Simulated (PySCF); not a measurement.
C3H10Si2.
InChI=1S/C3H10Si2/c1-3-4-2-5-3/h3H,2,4-5H2,1H3

The closed-shell ground state was solved at several levels (PySCF, density fitting, gas phase, non-relativistic). The structure is a single PBE0-D3(BJ)/def2-SVP conformer in the gas phase; no vibrational or solvent corrections.

| level | basis functions | HOMO (eV) | LUMO (eV) | gap (eV) | dipole (D) |
| --- | --- | --- | --- | --- | --- |
| PBE0/pcSseg-1 | 149 | -7.53 | 0.12 | 7.65 | 0.50 |
| KT2/pcSseg-2 | 334 | -6.40 | -1.09 | 5.31 | 0.51 |

Problem. What might CAM-B3LYP/def2-SVPD (188 basis functions) give for the same quantities?

Solution. HOMO -8.78 eV, LUMO 0.81 eV, gap 9.59 eV, dipole 0.50 D.

Problem. Over all these levels, which gives the widest orbital gap and which the narrowest?

Solution. CAM-B3LYP/def2-SVPD (range-separated hybrid) has the widest, 9.59 eV, and KT2/pcSseg-2 (GGA) the narrowest, 5.31 eV. Functional and basis both differ between the two, so the spread mixes both effects.

Problem. How far do the dipole and the HOMO energy spread over the levels?

Solution. The dipole runs from 0.50 to 0.51 D (mean 0.50 D) and the HOMO from -8.78 to -6.40 eV.
